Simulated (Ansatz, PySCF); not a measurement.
Species: GeHCl2, charge 0, doublet. GeHCl2 (SMILES [Cl][GeH][Cl], doublet).
B3LYP-D3(BJ)/def2-TZVP minimum from Ansatz (an electronic-structure program):
```xyz
4

Ge    -0.0828     0.5378     0.3317
Cl     1.8280    -0.3165    -0.2602
Cl    -1.6624    -0.7210    -0.4752
H     -0.1658     0.4271     1.8880
```
Charge 0, spin multiplicity 2.

Atomisation energy term by term, kcal/mol (programs: Ansatz). UHF or UKS for unpaired electrons; spin-orbit terms are left out. Correlated methods leave the cores frozen (noble-gas shells, and filled d and f shells in the p block). No relativity. CBS(X,Y): correlation extrapolated as X^-3, Hartree-Fock from the larger set. A bracket is a step between two methods taken in the basis named. For partners of very few electrons the exact lower level stands in for a higher one.

```tsv
term	basis	kcal/mol
Hartree-Fock	def2-QZVPP	164.47
CCSD correlation	CBS(def2-TZVPP,def2-QZVPP)	60.23
(T)	CBS(def2-TZVPP,def2-QZVPP)	6.46
CCSDT(Q) - CCSD(T)	def2-SVP	0.55
minus zero-point energy	Hessian by PySCF at B3LYP-D3(BJ)/def2-TZVP	-5.87
sum: D0		225.8
```
